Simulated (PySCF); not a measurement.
Si(H)2(OMe)(NH2) (CH7NOSi), SMILES CO[SiH2]N.

Geometry optimised at B3LYP-D3(BJ)/def2-SVP. One conformer was computed; it need not be the lowest.

Calculation: TDDFT-PBE/def2-SVPD (PySCF).

Vertical excitations. Gas-phase values at a fixed geometry. State labels are in the subgroup Cs.

Question: Give excitation energies, oscillator strengths and character. (An estimate is asked for; the answer gives what the named calculation found.)

Answer: 
```json
[
 {"state": "S1", "symmetry": "A\"", "energy (eV)": "6.11", "λ (nm)": "203", "f": "0.000", "main pairs": "HOMO→LUMO 100 %"},
 {"state": "S2", "symmetry": "A'", "energy (eV)": "6.27", "λ (nm)": "198", "f": "0.037", "main pairs": "HOMO−1→LUMO 99 %"},
 {"state": "S3", "symmetry": "A\"", "energy (eV)": "6.52", "λ (nm)": "190", "f": "0.011", "main pairs": "HOMO→LUMO+1 100 %"},
 {"state": "S4", "symmetry": "A'", "energy (eV)": "6.60", "λ (nm)": "188", "f": "0.006", "main pairs": "HOMO−1→LUMO+1 95 %"},
 {"state": "S5", "symmetry": "A'", "energy (eV)": "6.95", "λ (nm)": "179", "f": "0.016", "main pairs": "HOMO−2→LUMO 97 %"},
 {"state": "S6", "symmetry": "A\"", "energy (eV)": "7.11", "λ (nm)": "174", "f": "0.016", "main pairs": "HOMO→LUMO+2 99 %"},
 {"state": "S7", "symmetry": "A'", "energy (eV)": "7.31", "λ (nm)": "170", "f": "0.009", "main pairs": "HOMO−2→LUMO+1 99 %"},
 {"state": "S8", "symmetry": "A'", "energy (eV)": "7.36", "λ (nm)": "169", "f": "0.041", "main pairs": "HOMO−1→LUMO+2 88 %"},
 {"state": "S9", "symmetry": "A\"", "energy (eV)": "7.54", "λ (nm)": "164", "f": "0.024", "main pairs": "HOMO→LUMO+3 96 %"},
 {"state": "S10", "symmetry": "A'", "energy (eV)": "7.57", "λ (nm)": "164", "f": "0.017", "main pairs": "HOMO−1→LUMO+3 96 %"},
 {"state": "T1", "symmetry": "A'", "energy (eV)": "5.93", "λ (nm)": "209", "f": "0", "main pairs": "HOMO−1→LUMO 99 %"},
 {"state": "T2", "symmetry": "A\"", "energy (eV)": "6.03", "λ (nm)": "206", "f": "0", "main pairs": "HOMO→LUMO 100 %"},
 {"state": "T3", "symmetry": "A\"", "energy (eV)": "6.36", "λ (nm)": "195", "f": "0", "main pairs": "HOMO→LUMO+1 99 %"},
 {"state": "T4", "symmetry": "A'", "energy (eV)": "6.41", "λ (nm)": "193", "f": "0", "main pairs": "HOMO−1→LUMO+1 97 %"}
]
```
Triplets are in the Tamm–Dancoff approximation, which puts them higher than full response would, so one can lie above its singlet here.
